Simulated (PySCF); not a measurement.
Level of theory: CAM-B3LYP-D3(BJ)/def2-TZVP run with PySCF. Isolated molecules, 0 K electronic values unless said otherwise. One relaxed conformer stands for a flexible species; it need not be the lowest. Delta-SCF ions had no search for a lower state. 

Reference species (SMILES): `[AlH3]` (neutral, multiplicity 1).

HOMO: -10.02 eV
vertical ionisation energy (Delta-SCF): 11.35 eV

Changed species: `[OH][AlH][OH]` (H–O–Al–O torsion 0°, O–Al–O–H torsion 0°) (1 of 3 OH replaced by H; the reference has 3 of 3 OH replaced by H).

Problem. Predict the effect on the HOMO and vertical ionisation energy (Delta-SCF).

Solution. the HOMO falls by 0.58 eV, to -10.60 eV; the vertical ionisation energy (Delta-SCF) rises by 0.48 eV, to 11.83 eV.
